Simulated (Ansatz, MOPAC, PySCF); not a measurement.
HCl (SMILES Cl) and CH3F (SMILES CF) are pulled apart as rigid monomers along the line of their centres of mass, from the B3LYP-D3(BJ)/def2-TZVP minimum. Starting geometry (charge 0, multiplicity 1):
```xyz
7

Cl     0.16521     0.05212    -0.13614
H      0.21538     0.50856     1.07035
C     -0.48866    -0.55002     3.52719
F      0.05074     0.63016     2.99506
H      0.22774    -0.95936     4.23790
H     -1.42565    -0.30090     4.02310
H     -0.66049    -1.24801     2.70866
```

Interaction energies with rigid monomers; basis-set methods are counterpoise corrected unless marked otherwise.

Frozen-core correlation. The state that PM6 reach isn't checked.

Programs: Ansatz (a quantum-chemistry and plane-wave program) with Gaussian orbitals; MOPAC for PM6 (differences of heats of formation); PySCF for the dispersion terms. Each number belongs to the level named beside it.

```tsv
H2···F4 (Å)	PM6 (meV)	PBE-D4/def2-TZVPPD (meV)	r2SCAN-D4/def2-TZVPPD (meV)	wB97M-V/def2-TZVPPD (meV)	SCS-MP2/aug-cc-pV(D+d)Z (meV)
1.74	91.1	-158.6	-165.3	-137.9	[?]
1.94	33.6	-176.7	-179.5	[?]	-126.3
2.23	-8.5	-154.2	-152.2	-144.8	-127.4
2.71	-37.2	-98.7	-93.8	-92.2	-86.6
3.48	-25.8	-44.7	-42.4	-43.2	-42.0
```

Question: What belongs in the gaps?

Answer: 
- 1.74, SCS-MP2/aug-cc-pV(D+d)Z (meV): -77.7
- 1.94, wB97M-V/def2-TZVPPD (meV): -163.3
